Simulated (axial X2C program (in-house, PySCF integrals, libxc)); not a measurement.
Bond lengths and stretching modes, held linear, of WSH

Computed with an axial X2C code built on PySCF integrals: two-component X2C with atomic mean-field Coulomb and Gaunt terms, Gaussian nuclei, basis W dyall-v3z, S dyall-av3z, H dyall-v3z with contracted cores. Spin-free rows use the one-electron spin-free X2C Hamiltonian.

Masses W 183.951, S 31.972, H 1.008 u. States: 2c Ω = 5/2 (beyond evenly filled blocks: ω = 5/2); spin-free M_S = 5/2, Λ = 0 (beyond evenly filled blocks: σα, π+α, π-α, δ+α, δ-α).

BHandHLYP, 2c: energies above the lowest point

```
r(W–S) (Å)  r(S–H) (Å)  E (meV)
    2.2181      1.2968    58.80
    2.2181      1.3300    52.94
    2.2181      1.3632    78.13
    2.2750      1.2968     7.86
    2.2750      1.3300     1.75
    2.2750      1.3632    26.67
    2.2750      1.3965    77.84
    2.3319      1.2968     6.53
    2.3319      1.3300     0.00
    2.3319      1.3632    24.50
    2.3887      1.3300    37.36
    2.3887      1.3965   111.53
```

Task: Fit a quadratic surface with cubic terms in each bond: where is the minimum, and what are the two stretching wavenumbers?

Result: At BHandHLYP, 2c: bonds 2.305 and 1.320 Å; harmonic stretches 363.3 and 2867.2 cm⁻¹; force constants 2.18, 4.73 and coupling -0.04 mdyn/Å.

The other levels and Hamiltonians give:

| Hamiltonian | level | r(W–S) (Å) | r(S–H) (Å) | lower stretch (cm⁻¹) | upper stretch (cm⁻¹) |
| --- | --- | --- | --- | --- | --- |
| 2c | PBE0 | 2.275 | 1.329 | 378.2 | 2817.9 |
| 2c | HF | 2.384 | 1.316 | 323.5 | 2940.7 |
| 2c | MP2 | 2.301 | 1.325 | 369.2 | 2853.6 |
| spin-free | PBE0 | 2.278 | 1.328 | 378.8 | 2823.8 |
| spin-free | HF | 2.386 | 1.316 | 322.6 | 2943.2 |
| spin-free | BHandHLYP | 2.310 | 1.319 | 364.7 | 2875.7 |
| spin-free | MP2 | 2.304 | 1.324 | 369.5 | 2857.5 |

Each state is one determinant, the lowest of a limited PBE0 search; the stretches come from a fit to these few points and carry an uncertainty of a few per cent. Other orders of the atoms were not compared. MP2 freezes inner shells (threshold -2 hartree). The molecule was held linear; bending was not examined, so a bent shape may lie lower. Hydrosulfides and their kin are strongly bent in nature, so this linear model does not describe the real molecule. Note: several unpaired electrons, one determinant need not be a pure state.
